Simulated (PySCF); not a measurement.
**Radial density of Al²⁺ (aluminium, charge +2)**

wB97M-V, [Ne] 3s1, 2S determinant. Computed with PySCF 2.14 in aug-cc-pV(T+d)Z with one added diffuse shell each of s, p, d, f type (7s6p5d3f, 71 functions), with the non-relativistic Hamiltonian (point nucleus).

```tsv
r (bohr)	4πr²ρ (e/bohr)	4πr²(ρα − ρβ)
0.00168	0.04765	0.0001
0.00283	0.1307	0.0003
0.00475	0.3519	0.0009
0.00800	0.9147	0.0024
0.0135	2.248	0.0060
0.0226	5.014	0.0132
0.0381	9.533	0.0241
0.0640	13.92	0.0306
0.108	13.51	0.0156
0.181	8.963	0.0024
0.305	10.26	0.0776
0.512	12.33	0.0942
0.862	5.340	0.0056
1.45	0.9251	0.4045
2.44	0.4427	0.4368
4.10	0.04529	0.0453
6.90	0.0002031	0.0002
```
